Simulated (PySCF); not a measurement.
**Two-dimensional NMR puzzle**

Compound of formula C2H6BN. Correlations simulated from computed shifts and couplings:

HSQC (one-bond C–H):
```
  δH    δC  1J(C,H) (Hz)
3.31  26.5           151
```

COSY cross peaks (|J| ≥ 2 Hz):
```
  δH    δH  abs. J (Hz)  bonds
3.31  1.19          4.8      5
```

HMBC (two and three bonds, |J| ≥ 2.5 Hz):
```
  δH  δC [abs. J in Hz]
3.31        157.7 [3.8]
1.19        157.7 [7.6]
```

Carbons without hydrogens: δ 157.7.

Calculated, not measured (PySCF 2.14.0 with density-fitted response routines): shieldings: GIAO PBE0/pcSseg-1, J: B3LYP/pcJ-1 (spin–dipole term only in couplings to heteroatoms), PBE0-D3(BJ)/def2-SVP structure. Equivalent nuclei averaged, relativity neglected, one computed conformer, no solvent model.

Shifts are taken against calculated references (same method and geometry level): 1H, 13C against TMS.

Exchangeable hydrogens are left out of these lists, and C,H couplings along chains are those of one rotamer, so weak HMBC peaks may be missing or extra.

Problem. Work out the connectivity.

Solution. `InChI=1S/C2H6BN/c1-4-2-3/h1,3H3`.

Mapped SMILES: `[BH3-:1][C:2]#[N+:3][CH3:4]`. Each H is labelled by its parent atom.

1. δC 157.7 is C2, a nitrilium-type carbon.
2. δC 26.5 is C4, a methyl carbon bonded to N (δH 3.31).
3. HMBC from δH 3.31 reaches the proton-free carbon C2.
4. HMBC from δH 1.19 reaches the proton-free carbon C2.
5. COSY links 3.31–1.19.

Hydrogens on boron are broadened and split by 11B (spin 3/2, 80 %) and 10B (spin 3). A carbon bonded to boron is broadened by the quadrupolar boron nucleus and is often missing from a measured spectrum. Shifts are as computed. Against solution values, carbons near 30 ppm lie about +2 ppm off and those near 130 ppm about +5 ppm. Of 1211 compounds with measured shifts, 218 miss one by over three times the rms of a fit or turn the order of signals round; such compounds aren't used in these exercises.
